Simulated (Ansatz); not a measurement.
Reaction (redistribution): `FBB[SiH3]` + `[CH3][AlH][CH2]F` → `F[CH2][AlH][SiH3]` + `CBBF`

Program: Ansatz. Geometries: PBE0-D4/def2-TZVP. ΔE: electronic, gas phase. CCSD(T)/CBS adds triple-zeta CCSD(T) − MP2 to the extrapolated MP2 energy (def2 sets, frozen cores). DFT in def2-TZVPP. B3LYP here is the variant with VWN-RPA as its local correlation; programs differ in this. Each species was taken in one conformer, which may not be the lowest.

```json
{"level": "BLYP-D4", "ΔE (kJ/mol)": "-18.4", "difference from CCSD(T)/CBS": "0.7"}
{"level": "r2SCAN-D4", "ΔE (kJ/mol)": "-18.3", "difference from CCSD(T)/CBS": "0.8"}
{"level": "B97M-V", "ΔE (kJ/mol)": "-15.8", "difference from CCSD(T)/CBS": "3.3"}
{"level": "B3LYP-D4", "ΔE (kJ/mol)": "-19.7", "difference from CCSD(T)/CBS": "-0.6"}
{"level": "r2SCANh-D4", "ΔE (kJ/mol)": "-19.1", "difference from CCSD(T)/CBS": "0.0"}
{"level": "ωB97X-V", "ΔE (kJ/mol)": "-20.8", "difference from CCSD(T)/CBS": "-1.7"}
{"level": "BLYP", "ΔE (kJ/mol)": "-18.7", "difference from CCSD(T)/CBS": "0.4"}
{"level": "r2SCAN", "ΔE (kJ/mol)": "-18.3", "difference from CCSD(T)/CBS": "0.8"}
{"level": "SCS-MP2/def2-TZVPP", "ΔE (kJ/mol)": "-18.5", "difference from CCSD(T)/CBS": "0.6"}
{"level": "CCSD/def2-TZVPP", "ΔE (kJ/mol)": "-20.4", "difference from CCSD(T)/CBS": "-1.3"}
{"level": "CCSD(T)/CBS", "ΔE (kJ/mol)": "-19.1", "difference from CCSD(T)/CBS": "0"}
```

Largest T1 diagnostic among the species: 0.014.

At CCSD(T), def2-SVP lies −5.8 kJ/mol from the extrapolated value and def2-TZVPP −1.1 kJ/mol. Leaving LDA and LC-ωPBE aside and taking each functional with its dispersion term where it has one, the values spread over 8.4 kJ/mol, from PBE0-D4 to B97M-V.
